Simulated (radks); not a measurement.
Q: The mean radii <r> (bohr) of the occupied orbitals of an atom or ion are listed with their occupations. Calculated with a radial shooting solver on a logarithmic mesh with Libxc functionals: non-relativistic Kohn-Sham, PBE, spin-polarised, spherical densities, point nucleus.

orbital  occ.      <r>
1s up       1  0.02197
1s down     1  0.02197
2s up       1  0.09316
2s down     1  0.09315
2p up       3  0.07890
2p down     3  0.07890
3s up       1   0.2371
3s down     1   0.2369
3p up       3   0.2268
3p down     3   0.2267
3d up       5   0.1999
3d down     5   0.1998
4s up       1   0.4945
4s down     1   0.4950
4p up       3   0.4958
4p down     3   0.4964
4d up       5   0.4934
4d down     2   0.4940

Name the element and its charge. Open shells, if any, are filled with parallel spins first.

A: Z = 69, thulium, charge +26: Tm26+ in [Kr] 4d7. The 1s radius gives Z: for a bare nucleus <r> = 1.5/Z, 0.02174 bohr for Z = 69, and screening makes it slightly larger (0.02197 here). The occupations add up to 43, and the charge is Z minus that.
